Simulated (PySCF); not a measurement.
Molecule: `C=Cc1cnnn1C`, C$_{5}$H$_{7}$N$_{3}$.

Cartesian coordinates in Å; atom numbers follow the order of the lines, from 1:
```xyz
15

C    -2.262   -1.077   -0.128
C    -0.943   -0.925   -0.073
C    -0.283    0.352   -0.001
C    -0.748    1.661    0.030
N     0.305    2.485    0.102
N     1.383    1.792    0.119
N     1.070    0.505    0.059
C     2.089   -0.500    0.061
H    -2.712   -2.053   -0.182
H    -2.930   -0.234   -0.119
H    -0.296   -1.792   -0.083
H    -1.750    2.036    0.005
H     3.047    0.012    0.120
H     1.976   -1.162    0.923
H     2.049   -1.093   -0.855
```

Frames of a GFN2-xTB Langevin trajectory at 300 K; GIAO PBE0/pcSseg-1 shieldings in PySCF 2.14, gas phase, non-relativistic; equivalent atoms averaged within each frame.

References, each an isolated molecule treated in the same way: ¹³C (σ = 186.93 ppm), ¹H (σ = 31.72 ppm) vs TMS; NH3 for ¹⁵N (σ = 267.73 ppm). The references are static minima.

Question: How do the shifts (ppm) fluctuate along the trajectory?

Answer: 
| time (fs) | C3 | C4 | C2 | C1 | C8 | N6 | N5 | N7 | H12 | H11 |
| --- | --- | --- | --- | --- | --- | --- | --- | --- | --- | --- |
| optimised geometry | 142.1 | 135.1 | 128.0 | 122.9 | 34.6 | 403.3 | 384.3 | 254.2 | 8.10 | 6.80 |
| 250 | 142.9 | 136.1 | 131.6 | 123.6 | 36.0 | 435.9 | 424.1 | 260.7 | 7.76 | 6.64 |
| 425 | 144.7 | 124.8 | 130.7 | 120.9 | 34.4 | 382.0 | 356.5 | 260.7 | 8.30 | 6.66 |
| 625 | 140.8 | 132.3 | 125.0 | 122.9 | 34.9 | 428.1 | 379.5 | 260.2 | 8.11 | 6.82 |
| 800 | 142.8 | 142.4 | 135.3 | 126.8 | 30.4 | 424.2 | 394.5 | 249.4 | 7.85 | 7.79 |
| 1000 | 144.6 | 133.8 | 126.1 | 119.3 | 38.3 | 397.8 | 395.3 | 258.5 | 8.38 | 6.56 |
| mean of frames | 143.2 | 133.9 | 129.8 | 122.7 | 34.8 | 413.6 | 390.0 | 257.9 | 8.08 | 6.90 |
| standard deviation | 1.6 | 6.4 | 4.2 | 2.9 | 2.9 | 22.7 | 24.7 | 4.8 | 0.27 | 0.51 |

5 frames give an uncertainty of the mean of about the standard deviation over 2.2 at best, since frames this close in time may not be independent; classical motion lacks zero-point vibration, and the reference would need the same averaging.
